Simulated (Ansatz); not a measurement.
Mulliken charges of C2H6OSn, SMILES `C=C[O][SnH3]` from r2SCAN/def2-TZVPP in Ansatz (PBE0-D4/def2-TZVP geometry).

| atom | x (Å) | y (Å) | z (Å) | charge (e) |
| --- | --- | --- | --- | --- |
| C1 | 1.302 | 0.985 | -0.150 | -0.262 |
| C2 | 0.162 | 1.249 | 0.486 | 0.144 |
| O3 | -0.909 | 0.462 | 0.625 | -0.509 |
| Sn4 | -0.986 | -1.370 | -0.152 | 0.740 |
| H5 | 2.086 | 1.729 | -0.177 | 0.071 |
| H6 | 1.494 | 0.043 | -0.655 | 0.054 |
| H7 | 0.021 | 2.211 | 0.978 | 0.071 |
| H8 | 0.268 | -2.281 | 0.551 | -0.101 |
| H9 | -2.537 | -1.856 | 0.337 | -0.107 |
| H10 | -0.819 | -1.222 | -1.840 | -0.101 |

Problem. By hand: the dipole of these point charges (1 e Å = 4.8032 D).

Solution. Σ q r = (-0.027, -0.493, -0.206) e Å, of length 0.535 e Å = 2.57 D.

Problem. How does the dipole of the full density compare? (Estimate.)

Solution. Computed: (-0.059, -0.324, -0.117) e Å, 1.68 D; the point charges give 1.53 times that, at 7° from its direction.

Point charges leave out the atoms' own dipoles, such as those of lone pairs, and Mulliken's split depends on the basis, so the two needn't agree.
